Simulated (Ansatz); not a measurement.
`CC(C)[O][InH][NH2]`, charge 0, multiplicity 1.

(1) Give a relaxed structure at PBE0-D4/def2-TZVP (the Gaussian-basis code of Ansatz). (Estimate.)

Results:

(1) Computed: 
Z-matrix (Å, degrees):
```
C
C 1 1.520
H 1 1.093 2 111.6
H 1 1.095 2 110.9 3 120.0
H 1 1.093 2 109.9 3 -120.5
C 2 1.517 1 111.4 3 57.9
O 2 1.406 1 110.9 3 178.3
H 2 1.104 1 107.9 3 -60.3
H 6 1.093 2 111.3 1 -59.3
H 6 1.091 2 110.3 1 -180.0
H 6 1.093 2 109.8 1 61.0
In 7 1.989 2 123.3 1 74.1
N 12 2.002 7 107.2 2 -168.1
H 12 1.700 7 121.9 2 8.7
H 13 1.007 12 120.9 7 -157.4
H 13 1.009 12 117.5 7 -16.8
```
This is one stationary point; other conformers may exist.
